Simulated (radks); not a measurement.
Mn+, 24 electrons, occupied as [Ar] 3d5 4s1. Method: scalar-relativistic Kohn-Sham, Slater X-alpha with alpha = 0.834, spin-polarised, spherical densities, finite nucleus; open shells are filled with parallel spins first; Fermi nuclear charge, rms radius 3.7057 fm; computed with a radial shooting solver on a logarithmic mesh with Libxc functionals.

X-ray form factor f0, the Fourier transform of the density (f0(0) = 24):

sin(theta)/lambda (1/angstrom),f0 (electrons)
0.05,23.570
0.1,22.426
0.15,20.883
0.2,19.209
0.25,17.552
0.3,15.977
0.4,13.188
0.5,10.978
0.6,9.353
0.8,7.415
1,6.372
1.25,5.407
1.5,4.503
2,2.984
